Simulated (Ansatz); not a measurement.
`[F][Al]([SiH3])[SH]` + `[OH][InH2]` → `[SiH3][O][InH2]` + `[F][AlH][SH]`  (cleavage of the Si–Al bond)

Calculated with Ansatz (gas phase, PBE0-D4/def2-TZVP geometries, no zero-point term in ΔE). CBS: MP2 limit from def2 TZ/QZ plus the TZ coupled-cluster correction, frozen cores. This one scheme is used for every species. DFT in def2-TZVPP. HSE06 is defined as in plane-wave codes. def2 core potentials past Kr. For In outer-core shells are correlated without core-valence functions, which leaves a few kJ/mol of doubt a bond. Each species was taken in one conformer, which may not be the lowest.

Q: Is it downhill or uphill in electronic energy at CCSD(T)/CBS, and by how much? (Estimate.)

A: Ansatz gave: Downhill: ΔE = -97.5 kJ/mol.

Q: What do these levels give: LDA (SPW92), HSE06-D4, BHLYP-D4, CAM-B3LYP-D4, B2PLYP, PBE-QIDH, PBE0, BHLYP, LC-ωPBE, CCSD/def2-SVP, HF/def2-TZVPP, CCSD/CBS(def2)? (An estimate is asked.)

A: Ansatz gave: LDA (SPW92) -70.0, HSE06-D4 -77.8, BHLYP-D4 -108.4, CAM-B3LYP-D4 -102.2, B2PLYP -100.2, PBE-QIDH -93.9, PBE0 -77.7, BHLYP -108.0, LC-ωPBE -88.4, CCSD/def2-SVP -97.5, HF/def2-TZVPP -124.9, CCSD/CBS(def2) -101.2 kJ/mol.

Largest T1 diagnostic among the species: 0.017.

In def2-TZVPP, CCSD(T) changes the Hartree–Fock value by +27.5 kJ/mol (the triples alone add +3.7 kJ/mol) and MP2 by +18.5 kJ/mol. From r2SCAN to r2SCAN0 (25 % exact exchange), in def2-TZVPP and without D4, ΔE moves by −4.9 kJ/mol. Leaving LDA and LC-ωPBE aside and taking each functional with its dispersion term where it has one, the values, not all of them listed here, spread over 41.2 kJ/mol, from BHLYP-D4 to PBE-D4. LDA lies −3.4 kJ/mol from PBE without D4.
